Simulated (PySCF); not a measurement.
## How the method moves the HOMO and LUMO of `C=C([SiH3])C(F)(F)F`

C3H5F3Si.
Numbering: `[CH2:1]=[C:2]([SiH3:3])[C:4]([F:5])([F:6])[F:7]` (hydrogens: H8, H9 on C1; H10, H11, H12 on Si3)

Cartesian coordinates in Å at the PBE0-D3(BJ)/def2-SVP level; atoms count from 1:
```
atom  x, y, z in Å
C1    -0.637    1.468   -0.214
C2    -0.186    0.225   -0.018
Si3    1.631   -0.225   -0.267
C4    -1.136   -0.853    0.417
F5    -1.214   -1.818   -0.508
F6    -2.376   -0.411    0.636
F7    -0.711   -1.433    1.548
H8     0.030    2.271   -0.539
H9    -1.689    1.727   -0.055
H10    2.293    0.971   -0.865
H11    1.762   -1.396   -1.181
H12    2.274   -0.557    1.038
```

Basis pcSseg-1 throughout (PySCF), one geometry. Isolated species at its PBE0-D3(BJ)/def2-SVP geometry, gas phase.

Problem. How do the orbital energies, the gap and the dipole change with the method?

Solution. 
```tsv
method	kind	HOMO (eV)	LUMO (eV)	gap (eV)	μ (D)	SCF cycles
OPBE	GGA	-7.44	-2.04	5.40	2.01	16
PBE	GGA	-7.46	-2.13	5.34	2.02	15
KT3	GGA	-7.47	-2.06	5.41	2.07	16
KT2	GGA	-7.48	-2.11	5.37	2.12	16
BP86	GGA	-7.57	-2.23	5.34	2.06	15
BHandHLYP	global hybrid	-9.71	0.00	9.71	2.47	13
CAM-B3LYP	range-separated hybrid	-10.01	0.06	10.07	2.31	13
LC-wPBE	range-separated hybrid	-11.43	1.19	12.62	2.32	14
```

The HOMO spans 3.99 eV, from OPBE down to LC-wPBE, and the gap runs from 5.34 eV (PBE) to 12.62 eV (LC-wPBE). The dipole ranges from 2.01 D (OPBE) to 2.47 D (BHandHLYP). This basis has no diffuse functions.
